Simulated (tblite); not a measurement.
C5H14SSi.
Atom-mapped SMILES: `[CH3:1][CH2:2][SiH:3]([CH2:4][CH3:5])[S:6][CH3:7]` (hydrogens: H8, H9, H10 on C1; H11, H12 on C2; H13 on Si3; H14, H15 on C4; H16, H17, H18 on C5; H19, H20, H21 on C7)

Structure optimised with GFN2-xTB, isolated species.

Task: List the bond lengths, angles and torsions at this level.

Result: 
```json
{"bond": "C1–C2, C4–C5", "length (pm)": "152.5", "order": "single"}
{"bond": "C2–Si3, Si3–C4", "length (pm)": "190.2", "order": "single"}
{"bond": "Si3–S6", "length (pm)": "215.9", "order": "single"}
{"bond": "S6–C7", "length (pm)": "182.0", "order": "single"}
{"bond": "C1–H8 and 5 like bonds", "length (pm)": "108.8", "order": "single"}
{"bond": "C2–H11, C4–H14", "length (pm)": "109.2", "order": "single"}
{"bond": "C2–H12, C4–H15", "length (pm)": "109.1", "order": "single"}
{"bond": "Si3–H13", "length (pm)": "147.1", "order": "single"}
{"bond": "C7–H19, C7–H20, C7–H21", "length (pm)": "108.5", "order": "single"}
```

Bonds in one row agree within 1 pm and their mean is given. Orders are formal, as drawn. A selection of angles:
```json
{"angle": "C2–C1–H8", "degrees": "110.7"}
{"angle": "H8–C1–H9", "degrees": "108.2"}
{"angle": "C1–C2–Si3", "degrees": "112.4"}
{"angle": "C1–C2–H11", "degrees": "108.7"}
{"angle": "C1–C2–H12", "degrees": "109.0"}
{"angle": "Si3–C2–H11", "degrees": "110.0"}
{"angle": "Si3–C2–H12", "degrees": "110.0"}
{"angle": "H11–C2–H12", "degrees": "106.4"}
{"angle": "C2–Si3–C4", "degrees": "111.4"}
{"angle": "C2–Si3–S6", "degrees": "110.7"}
{"angle": "C2–Si3–H13", "degrees": "109.9"}
{"angle": "C4–Si3–S6", "degrees": "106.3"}
{"angle": "C4–Si3–H13", "degrees": "111.8"}
{"angle": "S6–Si3–H13", "degrees": "106.7"}
{"angle": "Si3–C4–C5", "degrees": "113.2"}
{"angle": "H14–C4–H15", "degrees": "106.7"}
{"angle": "C4–C5–H18", "degrees": "110.2"}
{"angle": "H17–C5–H18", "degrees": "108.5"}
{"angle": "Si3–S6–C7", "degrees": "100.7"}
{"angle": "S6–C7–H19", "degrees": "109.7"}
{"angle": "S6–C7–H20", "degrees": "106.7"}
{"angle": "H19–C7–H20", "degrees": "109.9"}
{"angle": "H19–C7–H21", "degrees": "110.7"}
```

Torsions: C1–C2–Si3–C4 -56° (synclinal); C2–Si3–C4–C5 -174° (antiperiplanar); C2–Si3–S6–C7 -55° (synclinal). The mirror-image conformer, all signs reversed, is as good.

Si3 (SiH silicon) is tetrahedral (angles from 106.3° to 111.8°). Of the pairs four or more bonds apart, S6···H18 is among the closest relative to their van der Waals radii: 2.97 Å, 99 % of the sum of Bondi's values.

Point group: C1 (no symmetry element, even within 0.4 Å). Its GFN2-xTB frequencies are all real (lowest 38 cm⁻¹). One conformer, not necessarily the lowest.

All values are computed, not measured.
